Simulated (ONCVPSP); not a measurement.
# Reading a pseudo-wave (C (Z = 6))

Columns: radius, all-electron u(r) and pseudo u(r) of the 2s shell (level -16.46 eV) of carbon in the configuration [He] 2s2 2p1.75; PBE, scalar-relativistic, ONCV scheme, ONCVPSP 4.0.1.

```
r (bohr)  all-electron  pseudo
   0.100       -0.3362  0.0570
   0.200       -0.3165  0.1211
   0.300       -0.1546  0.1956
   0.400        0.0486  0.2796
   0.500        0.2463  0.3708
   0.600        0.4184  0.4676
   0.700        0.5585  0.5666
   0.800        0.6663  0.6601
   0.900        0.7434  0.7378
   1.000        0.7936  0.7916
   1.100        0.8209  0.8207
   1.200        0.8296  0.8295
   1.300        0.8235  0.8234
   1.400        0.8060  0.8060
   1.500        0.7801  0.7801
   1.600        0.7481  0.7480
   1.700        0.7120  0.7120
   1.800        0.6733  0.6733
   1.900        0.6334  0.6334
   2.000        0.5931  0.5931
   2.100        0.5532  0.5532
   2.200        0.5142  0.5142
   2.300        0.4766  0.4766
   2.400        0.4406  0.4406
   2.500        0.4065  0.4064
   2.600        0.3742  0.3742
```

How many radial nodes do the two functions have?

The all-electron 2s function has n − l − 1 = 1; the pseudo-wave has 0, since the states of the same l below it are removed with the core.

At about which radius was the pseudo-wave matched?

1.20 bohr, where the columns begin to agree (steps of 0.10 bohr).

Is the pseudo-wave norm-conserving?

Yes: the ONCV scheme keeps the norm inside the radius equal to the all-electron one, which fixes the energy derivative of the logarithmic derivative at the level.
